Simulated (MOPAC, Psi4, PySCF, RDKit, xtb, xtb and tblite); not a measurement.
Two geometries of C13H12, SMILES c1ccc(Cc2ccccc2)cc1, relaxed at GFN2-xTB with one dihedral held; other torsions can differ between them too.

Structure A

```
25

C     -3.2910     0.1054     1.4056
C     -3.1513     0.7859     0.2079
C     -2.1452     0.4399    -0.6756
C     -1.2641    -0.5919    -0.3753
C     -0.1719    -0.9721    -1.3439
C      0.4553     0.2367    -1.9820
C      1.1589     1.1429    -1.1968
C      1.7270     2.2703    -1.7597
C      1.5987     2.5084    -3.1183
C      0.8994     1.6129    -3.9077
C      0.3306     0.4846    -3.3416
C     -1.4102    -1.2666     0.8293
C     -2.4179    -0.9231     1.7136
H     -4.0758     0.3766     2.0963
H     -3.8283     1.5909    -0.0387
H     -2.0387     0.9753    -1.6082
H     -0.5958    -1.6170    -2.1200
H      0.5925    -1.5477    -0.8153
H      1.2549     0.9601    -0.1358
H      2.2714     2.9664    -1.1381
H      2.0420     3.3893    -3.5591
H      0.7943     1.7931    -4.9679
H     -0.2166    -0.2099    -3.9642
H     -0.7298    -2.0694     1.0783
H     -2.5187    -1.4579     2.6470
```

Structure B

```
25

C     -3.2902     0.2075     1.2829
C     -3.1321     0.7802     0.0322
C     -2.1118     0.3581    -0.8002
C     -1.2370    -0.6429    -0.3972
C     -0.1036    -1.0667    -1.2960
C      1.0221    -0.0730    -1.1633
C      1.8894    -0.1383    -0.0802
C      2.9008     0.7926     0.0703
C      3.0564     1.8061    -0.8601
C      2.1955     1.8811    -1.9410
C      1.1848     0.9476    -2.0899
C     -1.4024    -1.2101     0.8589
C     -2.4226    -0.7892     1.6939
H     -4.0872     0.5361     1.9336
H     -3.8068     1.5579    -0.2956
H     -1.9919     0.8096    -1.7746
H     -0.4456    -1.1011    -2.3321
H      0.2441    -2.0606    -1.0082
H      1.7713    -0.9261     0.6500
H      3.5703     0.7274     0.9158
H      3.8461     2.5337    -0.7434
H      2.3116     2.6686    -2.6716
H      0.5195     1.0106    -2.9396
H     -0.7320    -1.9926     1.1858
H     -2.5410    -1.2418     2.6678
```

Which is lower in energy at the level PBE0-D3(BJ)/def2-SVP // GFN2-xTB (Psi4), and by how much?

A is lower, by 2.43 kJ/mol (dihedral C3–C4–C5–C6: 40° in A, 80° in B).

E(B) − E(A) in kJ/mol at the other levels, on the same two geometries: GFN2-xTB (xtb and tblite) -0.32; MMFF94 // GFN2-xTB (RDKit) -1.66; PBE0/def2-SVP // GFN2-xTB (Psi4) 2.35; PBE/def2-SVP // GFN2-xTB (Psi4) 1.57; PBE-D3(BJ)/def2-SVP // GFN2-xTB (Psi4) 1.66; UFF // GFN2-xTB (RDKit) -9.32; PM3, restricted, heats of formation // GFN2-xTB (MOPAC) -1.92; PM7, restricted, heats of formation // GFN2-xTB (MOPAC) 0.08; GFN1-xTB // GFN2-xTB (xtb) -1.08; restricted B3LYP/6-31G*, spherical d, density fitting // GFN2-xTB (PySCF) 1.79; restricted Hartree-Fock/6-31G*, spherical d, density fitting // GFN2-xTB (PySCF) 1.66; restricted Hartree-Fock/LANL2DZ, density fitting // GFN2-xTB (PySCF) 3.23; restricted B3LYP/LANL2DZ, density fitting // GFN2-xTB (PySCF) 3.68.
